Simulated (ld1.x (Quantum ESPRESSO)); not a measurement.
# Zn (Z = 30): one change to a TM potential, before and after

| Quantity | Value |
| --- | --- |
| Element | zinc |
| Generator | ld1.x (Quantum ESPRESSO) 7.5 |
| Type | norm-conserving Troullier–Martins (Kleinman–Bylander form) |
| Functional | PBE |
| Relativity | scalar-relativistic |
| Frozen core | [Ar] |
| Valence charge | 12 |
| Reference configuration | 3d10 4s2 4p0 |
| Partial waves | 4s (bound): rc 1.40 bohr; 4p (bound, empty): rc 2.30 bohr; 3d (bound): rc 1.05 bohr |
| Local potential | all-electron potential smoothed inside 1.40 bohr (lloc = -2) |
| Core correction | none |

All-electron outer shells of the reference configuration (PBE, scalar-relativistic, ld1.x):

```tsv
shell	level (eV)	outermost node (bohr)	outermost maximum (bohr)
3s	-129.23	0.28	0.59
3p	-83.40	0.25	0.59
3d	-10.14	–	0.57
4s	-5.98	0.85	2.09
4p	-1.12	0.92	3.08
```

Change: all radii scaled by about 1.24 (s 1.74, p 2.86, d 1.30 bohr); local potential all-electron potential smoothed inside 1.74 bohr (lloc = -2).

Cutoffs: the cutoffs (Ry, on a coarse ladder) from which the occupation-weighted sum of valence levels, in a spherical-Bessel basis at the reference potential, stays within 10 and 1 mRy of its value at 400 Ry; they do not see the model core or the augmentation charge, which bear on the density cutoff. Errors are all-electron minus pseudo energies relative to the spin-unpolarised reference configuration.

Problem. How do hardness, ghosts and transferability respond?

Solution. Of the 7 tests that both files solve, the error grows in 1 and shrinks in 3 by more than 15 % and 0.3 meV (median size 36.4 → 17.3 meV); neither file shows a bound ghost.

| quantity | base | changed |
| --- | --- | --- |
| cutoff, loose | 230 Ry | 160 Ry |
| cutoff, tight | over 300 Ry | 300 Ry |
| loose cutoff by channel (10 mRy a level) | s 30 Ry, d 180 Ry | s 10 Ry, d 140 Ry |
| bound ghosts | none | none |
| error for 3d10 4s1 4p0, meV [ΔE 9.89 eV] | +5.7 | +3.0 |
| error for 3d10 4s0 4p0, meV [ΔE 28.33 eV] | +49 | +38 |
| error for 3d9 4s0 4p0, meV [ΔE 68.86 eV] | +36 | +4.7 |
| error for 3d10 4s1 4p1, meV [ΔE 5.09 eV] | +3.5 | +3.0 |
| error for 3d10 4s0 4p2, meV [ΔE 10.56 eV] | +17 | +17 |
| error for 3d9 4s2 4p0, meV [ΔE 17.90 eV] | -36 | -175 |
| error for 3d8 4s0 4p0, meV [ΔE 130.68 eV] | -600 | -673 |
